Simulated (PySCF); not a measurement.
# Electron correlation in Pd³⁺ (palladium, charge +3)

[Kr] 4d7, high-spin 4F determinant. Computed with PySCF 2.14 in ANO-RCC-VTZP (7s6p4d2f1g, 68 functions), with scalar relativity by spin-free X2C-1e. Frozen: [Ar] 3d10; 15 electrons correlated.

```
  level  correlation energy (mhartree)
   CCSD                        -437.66
    (T)                          -7.88
CCSD(T)                        -445.54
```

Diagnostics: T1 = 0.0037, D1 = 0.0085, largest double amplitude 0.018.

Cost of the coupled-cluster step: of the order of 12 core-seconds, for 15 correlated electrons.

Iterations:

```
CC2 = 0
CCSD nocc = (np.int64(9), np.int64(6)), nmo = (54, 54)
frozen orbitals [[0, 1, 2, 3, 4, 5, 6, 7, 8, 9, 10, 11, 12, 13], [0, 1, 2, 3, 4, 5, 6, 7, 8, 9, 10, 11, 12, 13]]
max_cycle = 100
direct = 0
conv_tol = 1e-08
conv_tol_normt = 1e-06
diis_space = 8
diis_start_cycle = 0
Init t2, MP2 energy = -0.429571310070193
Init E_corr(UCCSD) = -0.429571310073077
cycle = 1  E_corr(UCCSD) = -0.432707171500095  dE = -0.00313586143  norm(t1,t2) = 0.0292209
cycle = 2  E_corr(UCCSD) = -0.437080971498318  dE = -0.0043738  norm(t1,t2) = 0.005793
cycle = 3  E_corr(UCCSD) = -0.437541265505843  dE = -0.000460294008  norm(t1,t2) = 0.00205173
cycle = 4  E_corr(UCCSD) = -0.437692312780354  dE = -0.000151047275  norm(t1,t2) = 0.00075826
cycle = 5  E_corr(UCCSD) = -0.437660102083146  dE = 3.22106972e-05  norm(t1,t2) = 0.000322588
cycle = 6  E_corr(UCCSD) = -0.437658647672627  dE = 1.45441052e-06  norm(t1,t2) = 5.41984e-05
cycle = 7  E_corr(UCCSD) = -0.43766182622251  dE = -3.17854988e-06  norm(t1,t2) = 1.36353e-05
cycle = 8  E_corr(UCCSD) = -0.437661311298295  dE = 5.14924215e-07  norm(t1,t2) = 2.91432e-06
cycle = 9  E_corr(UCCSD) = -0.437661298593377  dE = 1.27049179e-08  norm(t1,t2) = 4.96327e-07
cycle = 10  E_corr(UCCSD) = -0.437661316433443  dE = -1.78400662e-08  norm(t1,t2) = 1.00329e-07
cycle = 11  E_corr(UCCSD) = -0.437661314512482  dE = 1.92096089e-09  norm(t1,t2) = 1.57492e-08
UCCSD converged
E(UCCSD) = -5041.002910891455  E_corr = -0.4376613145124824
UCCSD(T) correction = -0.0078765542897183
```
